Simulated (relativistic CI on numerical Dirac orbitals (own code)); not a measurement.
**Sr II: calculation against measurement**

Computed by Dirac-Coulomb-Breit CI, separate exchange-only KLI orbitals for each configuration, QED by a radiative potential, valence Slater integrals scaled by 0.85, P86 correlation energy added to each configuration (own radial code, finite nucleus).

Configurations in the expansion (outside the closed core [Kr]): 5s, 4d, 5p, 6s, 5d, 6p, 4f, 7s, 5f, 5g, 6d, 7p, 8s, 7d, 8p, 9s, 9p. Levels of other configurations are missing.

```
Configuration  Term (tabulated)    J  Measured (cm⁻¹)  Computed  Error  Purity (%)
           5s                2S  1/2              0.0         0      0         100
           4d                2D  3/2          14555.9     13750   -806         100
           4d                2D  5/2          14836.2     13888   -948         100
           5p               2P°  1/2          23715.2     22315  -1400         100
           5p               2P°  3/2          24516.7     22982  -1535         100
           6s                2S  1/2          47736.5     45862  -1875         100
           5d                2D  3/2          53286.3     50896  -2391         100
           5d                2D  5/2          53373.0     50958  -2415         100
           6p               2P°  1/2          55769.7     53985  -1784         100
           6p               2P°  3/2          56057.9     54223  -1835         100
           4f               2F°  5/2          60991.7     60807   -185         100
           7s                2S  1/2          64964.1     63003  -1961         100
```

Measured levels from NIST Handbook of Basic Atomic Spectroscopic Data (Sansonetti and Martin, J. Phys. Chem. Ref. Data 34, 1559 (2005)); pairs were made by configuration, J and term (by order where the table uses no LS term), so strongly mixed levels may be paired wrongly.

Mean error by configuration (cm⁻¹): 4d -877; 5p -1468; 6s -1875; 5d -2403; 6p -1810; 4f -185; 7s -1961. Over the excited levels the mean absolute error is 1558 cm⁻¹ (11 of the 11 excited levels that our extract of the source holds in range could be paired), and the median relative error of those above 1,000 cm⁻¹ is 4.5 %.

Transition probabilities of persistent lines. The last column rescales the computed rate by the cube of measured over computed energy:

```tsv
λ measured (Å)	Lower	Upper	A tabulated (s⁻¹)	A computed	A rescaled
3464.46 air	5p 2P°_3/2	5d 2D_5/2	3.10e+08	2.58e+08	2.83e+08
4077.71 air	5s 2S_1/2	5p 2P°_3/2	1.42e+08	1.46e+08	1.77e+08
4215.52 air	5s 2S_1/2	5p 2P°_1/2	1.27e+08	1.34e+08	1.61e+08
4305.45 air	5p 2P°_3/2	6s 2S_1/2	1.40e+08	1.39e+08	1.45e+08
```
